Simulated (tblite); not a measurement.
Start geometry of `c1c([S])cc(cc1)N=C` [radical] from a force field or distance geometry (Å):
```
atom  x, y, z in Å
C1    -2.5309   -0.5997    1.0181
N2    -2.1360    0.0616   -0.0252
C3    -0.7238    0.1258   -0.1769
C4    -0.1336    1.3957   -0.2886
C5     1.2506    1.5039   -0.4180
C6     2.0425    0.3595   -0.4765
C7     1.4558   -0.8939   -0.3959
S8     2.4882   -2.3716   -0.4334
C9     0.0763   -1.0190   -0.2622
H10   -1.8701   -1.0700    1.7609
H11   -3.6230   -0.7013    1.2017
H12   -0.7548    2.2754   -0.2375
H13    1.7083    2.4856   -0.4880
H14    3.1293    0.4493   -0.5814
H15   -0.3833   -1.9933   -0.2191
```

What comes out of this run: GFN2-xTB geometry optimisation, gas phase in tblite 0.8.0?

```
atom  x, y, z in Å
C1    -2.6155   -0.6311    0.9828
N2    -2.0384    0.0554    0.1075
C3    -0.6693    0.1314   -0.0497
C4    -0.0888    1.3939   -0.2267
C5     1.2711    1.5058   -0.4577
C6     2.0632    0.3790   -0.5500
C7     1.4888   -0.8904   -0.3987
S8     2.4671   -2.3022   -0.5103
C9     0.1215   -1.0073   -0.1410
H10   -2.1038   -1.1911    1.7702
H11   -3.6957   -0.6585    0.9796
H12   -0.7171    2.2685   -0.1637
H13    1.7145    2.4832   -0.5770
H14    3.1212    0.4574   -0.7462
H15   -0.3233   -1.9863   -0.0413
```

The energy falls by 23.8 kJ/mol over 54 L-BFGS steps, the largest force on an atom goes from 3.05 to 0.009 eV/Å, and the atoms move by 0.142 Å rms after alignment. The bond that changes most is C7–S8 (ends: carbon bonded to 2 C and S; sulfur bonded to C), which shortens by 0.082 Å. Bonds longer at the end by more than 0.005 Å: 1 of 15; shorter: 10. Among the angles that change most is C1–N2–C3, from 114.3° to 124.5°. Rotational constants go from 2488, 974.1, 717.0 to 2529, 992.0, 722.0 MHz. The orientation of the end geometry is arbitrary; only internal coordinates are fixed.

Its GFN2-xTB frequencies are all real (lowest 99 cm⁻¹). 2 starts were optimised and ended at 0.00 and 0.59 kcal/mol (GFN2-xTB); the lowest of these is shown.

One conformer stands for the species.

The numbers are calculated, not measured.
